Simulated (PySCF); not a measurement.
H3O3Os, neutral, multiplicity 4. Atoms are numbered in the order given.

```xyz
7

Os    -0.0331    -0.0729    -0.0028
O     -1.1767    -1.5605    -0.1470
H     -1.9246    -1.6877     0.4516
O     -0.1918     1.6456    -0.7351
H      0.5724     2.2102    -0.5358
O      1.6140     0.5300     0.7273
H      1.9058     0.0938     1.5371
```
Charge 0, spin multiplicity 4.

Geometry optimised at PBE0-D3(BJ)/def2-SVP. The multiplicity is an assumed one; other spin states were not compared. The def2 effective core potentials stand for the cores of Os; spin–orbit coupling is left out. The values are those of a single conformer.

The numbers are results of PySCF with PBE/def2-TZVPD, not measurements.

Computed frontier levels, dipole moment and polarisability:
* **α spin, highest occupied and lowest empty level**: -5.30 and -2.87 eV
* **β spin, highest occupied and lowest empty level**: -5.07 and -3.95 eV
* **dipole moment**: 2.19 D
* **quadrupole, principal values (traceless, Buckingham form, about the centre of nuclear charge)**: -6.97, 1.56, 5.41 D·Å
* **mean static polarisability**: 62.5 bohr³ (9.26 Å³)
* **polarisability, principal values**: 52.6, 58.3, 76.5 bohr³
* **⟨S²⟩**: 3.759 (pure state 3.75)
